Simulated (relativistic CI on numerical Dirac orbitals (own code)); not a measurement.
Computed by Dirac-Coulomb-Breit CI, separate exchange-only KLI orbitals for each configuration, model QED (radiative potential, 1s self-energy scaled to tabulated hydrogen-like ionisation energies), unscaled Slater integrals (own radial code, finite nucleus).

Configurations in the expansion (outside the closed core [Ne]): 3s²3p⁴, 3s3p⁵, 3s²3p³3d, 3p⁶, 3s3p⁴3d, 3p⁵3d, 3s3p³3d², 3s²3p²3d4p, 3p⁵4s, 3s²3p³4s, 3s3p³3d4s, 3p⁵4p, 3s²3p³4p, 3s²3p³4d, 3s3p⁴4s, 3p⁴3d4p, 3s²3p³4f, 3s3p⁴4p, 3s3p⁴4d, 3s3p⁴4f, 3s²3p³5s, 3s²3p³5p, 3s²3p³5d, 3s²3p²4s4p, 3s²3p³5f, 3s²3p³5g, 3s3p³4s², 3s3p⁴5s, 3s3p⁴5p, 3s²3p²3d², 3s²3p3d³, 3s3p²3d³, 3s²3p3d²4s, 3s²3p3d²4p, 3s²3p3d²4d, 3p⁴3d², 3p³3d³, 3p³3d²4s, 3p³3d²4p, 3p³3d²4d, 3s²3p²3d4s, 3s3p²3d²4s, 3s²3p3d4s², 3s²3p3d4s4p, 3s²3p3d4s4d, 3p⁴3d4s, 3p³3d4s², 3p³3d4s4p, 3p³3d4s4d, 3s²3p²4s², 3s3p²3d4s², 3s²3p4s²4p, 3s²3p4s²4d, 3s²3p²4p², 3s²3p3d4p², 3s3p²3d4p², 3s²3p4s4p², 3s²3p4p³, 3s²3p4p²4d. Double excitations out of closed p, d and f shells are left out; levels of such configurations are missing from the list, as are those of other unlisted configurations, and high levels can miss mixing partners. These lack a partner that the ground configuration has and come out too high: 3s²3p³4f, 3s3p⁴4p, 3s3p⁴4d, 3s3p⁴4f, 3s²3p³5s.

At this charge energies of transitions that change n are usually good to better than 1 %, and those within a shell (Δn = 0) to a few per cent.

Outline of the computed level scheme of Tc XXVIII. Lowest level of each configuration: 3s²3p⁴ ³P2 at 0.000 eV; 3s3p⁵ ³P°2 at 100.236 eV; 3s²3p³3d ³F°2 at 114.073 eV.

Some strong electric-dipole decays among the lowest 45 levels: 3s²3p³3d ³P°0 → 3s²3p⁴ ³P1 (4.1e+11 s⁻¹); 3s²3p³3d ³P°1 → 3s²3p⁴ ³P2 (3.0e+11 s⁻¹); 3s²3p³3d ³P°1 → 3s²3p⁴ ³P1 (2.3e+11 s⁻¹); 3s²3p³3d ³D°1 → 3s²3p⁴ ³P0 (1.9e+11 s⁻¹); 3s²3p³3d ¹D°2 → 3s²3p⁴ ¹D2 (1.8e+11 s⁻¹); 3s²3p³3d ¹F°3 → 3s²3p⁴ ³P2 (1.8e+11 s⁻¹); 3s²3p³3d ³P°2 → 3s²3p⁴ ³P2 (1.7e+11 s⁻¹); 3s²3p³3d ¹D°2 → 3s²3p⁴ ³P1 (1.6e+11 s⁻¹).

LS names give the leading component of a level, which can be under half, so a name can repeat, a term be missing and a line seem to break the LS rules.
